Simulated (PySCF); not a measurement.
BH5N, SMILES B[NH3+], charge +1. Geometry optimised at PBE0-D3(BJ)/def2-TZVP. The isomer is the one that the SMILES or the coordinates give; other isomers of the formula were not compared.

TDDFT-M06-2X/def2-TZVPD (PySCF) puts the lowest singlet excitations at 5.97, 8.07, 9.66, 11.35, 11.47, 11.67 eV.

**Question.** What are the lowest excitation roots from ADC(2)/aug-cc-pVDZ (PySCF)? (The exact figures need the calculation; the answer reports its results.)

**Answer.** 6.60, 8.70, 10.51, 12.04, 12.46, 12.54 eV. S1 differs by 0.63 eV (second minus first; roots are paired by order, and the bases may differ).
